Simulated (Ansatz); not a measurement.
`Cl[SiH]1CO1` and `[SiH3]O[Si]1(Cl)CO1` differ in one atom or group.

Ansatz, PBE0-D4/def2-TZVP geometries, multiplicity 1. Each molecule was computed in one conformer, which needn't be the lowest.

| property | `Cl[SiH]1CO1` |
| --- | --- |
| LUMO energy (B3LYP/def2-TZVPP) / eV | -0.55 |
| HOMO–LUMO gap (ωB97M-V/def2-TZVPP) / eV | 11.59 |
| HOMO energy (PBE0/def2-TZVPP) / eV | -7.89 |
| LUMO energy (PBE0/def2-TZVPP) / eV | -0.33 |
| LUMO energy (PBE/def2-TZVPP) / eV | -1.18 |
| HOMO energy (B3LYP/def2-TZVPP) / eV | -7.67 |

**Question.** What does the change do to each property? (Best estimate.)

**Answer.** Ansatz gave: 
```csv
property,`[SiH3]O[Si]1(Cl)CO1`,shift
LUMO energy (B3LYP/def2-TZVPP) / eV,-0.61,-0.06
HOMO–LUMO gap (ωB97M-V/def2-TZVPP) / eV,11.46,-0.13
HOMO energy (PBE0/def2-TZVPP) / eV,-7.84,0.05
LUMO energy (PBE0/def2-TZVPP) / eV,-0.38,-0.05
LUMO energy (PBE/def2-TZVPP) / eV,-1.30,-0.12
HOMO energy (B3LYP/def2-TZVPP) / eV,-7.61,0.06
```

With PBE0 the HOMO rises by 0.05 eV and the LUMO falls by 0.05 eV, so the gap narrows by about 0.10 eV. PBE moves the HOMO by 0.11 eV and ωB97M-V by 0.02 eV.

B3LYP here is the variant with VWN-RPA as its local correlation; programs differ in this.
